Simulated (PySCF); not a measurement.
# Radial density of Se (selenium, neutral)

UHF, [Ar] 3d10 4s1 4p4 4d1, one real determinant (an excited configuration). Computed with PySCF 2.14 in aug-cc-pVQZ-PP with ECP10MDF, with scalar relativity through the core potential. This is the valence pseudo-density: the core potential removes the inner electrons and smooths the orbitals near the nucleus.

```csv
r (bohr),4πr²ρ (e/bohr),4πr²(ρα − ρβ)
0.000590,2.861e-05,0.0000
0.000992,8.034e-05,0.0000
0.00167,0.0002229,0.0000
0.00281,0.0006009,0.0000
0.00472,0.001547,0.0001
0.00794,0.003778,0.0003
0.0134,0.008356,0.0007
0.0225,0.01620,0.0013
0.0378,0.02938,0.0019
0.0636,0.09801,0.0023
0.107,0.7441,0.0020
0.180,4.800,0.0134
0.303,19.49,0.1949
0.509,32.39,0.2564
0.856,12.23,0.1742
1.44,3.605,1.8812
2.42,2.010,1.2161
4.07,0.4227,0.2806
6.85,0.08436,0.0811
11.5,6.352e-05,0.0001
```

⟨L²⟩ = 8.04 against 12 for a pure F term, so this real determinant mixes terms. Energies and moments cover only the electrons outside the core potential. The outer electron is Rydberg-like, and this basis confines it to a smaller radius and binds it less than a complete one would.
